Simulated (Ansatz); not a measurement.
A structure relaxed at PBE0-D4/def2-TZVP, charge 0, multiplicity 1:

```xyz
9

O    -0.6758    0.0639    1.4844
C    -0.3932    0.5769    0.2397
F     0.3567    1.7487    0.3551
Si    0.6609   -0.6995   -0.6838
F    -0.2413   -1.9690   -0.9770
F     1.0737   -0.0768   -2.0806
H    -1.3488    0.5988    1.9180
H    -1.3005    0.8634   -0.3090
H     1.8681   -1.1064    0.0532
```

Problem. Give its formula and SMILES.

Solution. CH3F3OSi, `OC(F)[SiH](F)F`.

Problem. Summarise the bond lengths by kind.

Solution. 1 × C–O 1.376 Å; 1 × H–O 0.963 Å; 1 × C–F 1.396 Å; 1 × C–Si 1.896 Å; 1 × C–H 1.098 Å; 2 × F–Si 1.584 to 1.585 Å; 1 × H–Si 1.472 Å.

Results of the Gaussian-basis code of Ansatz.
